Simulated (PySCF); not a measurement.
**Adding and removing an electron: WCl**

PBE0; basis W def2-TZVPPD with ECP60, Cl def2-TZVPPD; scalar-relativistic core potentials; PySCF 2.14. Neutral (UKS): sextet (σ ↑, π ↑↑, δ ↑↑), Re = 2.275 Å, ωe = 382 cm⁻¹, HOMO -5.97 eV, LUMO -2.55 eV.

WCl⁺ (UKS): quintet (σ ↑, π ↑, δ ↑↑), Re = 2.155 Å, ωe = 475 cm⁻¹. The energies at the minima are -527.08305 hartree for WCl and -526.78635 for WCl⁺.

Problem. Work out the adiabatic ionisation energy, without and with harmonic zero-point energies (1 hartree = 27.2114 eV, 1 eV = 8065.5 cm⁻¹), and the change of the bond length.

Solution. At PBE0: 0.29670 hartree = 8.074 eV between the minima; the zero-point term (475.0 − 382.0)/2 cm⁻¹ = +0.006 eV makes it 8.079 eV. Re changes by -12.0 pm against the neutral. The electron leaves a π orbital; in so polar a molecule the change of length follows mostly from the change of the ionic charges.

WCl⁻ (UKS): quintet (π ↑↑, δ ↑↑), Re = 2.362 Å, ωe = 297 cm⁻¹. The energies at the minima are -527.08305 hartree for WCl and -527.11905 for WCl⁻.

Problem. Work out the adiabatic electron affinity, without and with harmonic zero-point energies (1 hartree = 27.2114 eV, 1 eV = 8065.5 cm⁻¹), and the change of the bond length.

Solution. At PBE0: 0.03600 hartree = 0.980 eV between the minima; the zero-point term (382.0 − 297.0)/2 cm⁻¹ = +0.005 eV makes it 0.985 eV. Re changes by +8.7 pm against the neutral. The electron enters a σ orbital; in so polar a molecule the change of length follows mostly from the change of the ionic charges.

De is left out where the level can put another filling of the metal’s s and d shells below the measured ground configuration, by anything from nothing to about 1 eV. These are scalar-relativistic numbers at best; spin–orbit coupling would shift them, the dissociation energy most. The highest Kohn–Sham level is positive in this anion. Much of that is self-interaction error, but it also means that the finite basis helps to hold the extra electron. With d or f electrons several states lie close, and the lowest PBE0 determinant need not be the measured ground state.
